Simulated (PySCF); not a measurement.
**Excitation energy of N²⁺ by level of theory**

N²⁺ [He] 2s2 2p1 (2P) → N²⁺ [He] 2s1 2p1 3s1 (4P), as a difference of total energies. All numbers are calculated (PySCF 2.14, the non-relativistic Hamiltonian (point nucleus), in aug-cc-pVQZ with one added diffuse shell each of s, p, d, f, g type (7s6p5d4f3g, 105 functions)). Correlated levels: valence: 1s2 frozen. The calculations carry no spin-orbit coupling.

```csv
method,excitation energy (eV)
UHF,33.592
LDA,34.779
PBE,34.764
PBE0,34.781
r2SCAN,34.627
BLYP,35.220
PW91,34.829
B97-3,35.249
wB97X,34.692
MP2 (valence),35.006
SCS-MP2 (valence),35.409
```

**Question.** How much does correlation contribute at MP2 (valence)?

**Answer.** 35.006 − (33.592) = 1.414 eV, measured against UHF.

The promoted electron is Rydberg-like, and one or two diffuse shells describe it only roughly, which tends to raise the upper state.
